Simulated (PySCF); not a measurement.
## Excitation energy of P by level of theory

P [Ne] 3s2 3p3 (4S) → P [Ne] 3s1 3p3 4s1 (6S), as a difference of total energies. Calculation: PySCF 2.14, in aug-cc-pCVTZ-DK with one added diffuse shell each of s, p, d, f type (9s8p6d4f, 91 functions); the spin-free X2C one-electron Hamiltonian (Gaussian nucleus). Correlated levels: valence: [Ne] frozen. The calculations carry no spin-orbit coupling.

```
           method  excitation energy (eV)
              UHF                  10.494
    MP2 (valence)                  11.997
SCS-MP2 (valence)                  12.453
   CCSD (valence)                  12.193
CCSD(T) (valence)                  12.281
```

Q: How much does correlation contribute at CCSD(T) (valence)?

A: 12.281 − (10.494) = 1.787 eV, measured against UHF.

The upper state lies above the first ionisation limit, but in LS coupling its spin forbids autoionisation to the ground ion. A Rydberg-like electron needs more diffuse functions than a valence basis has.

The promoted electron is Rydberg-like, and one or two diffuse shells describe it only roughly, which tends to raise the upper state.
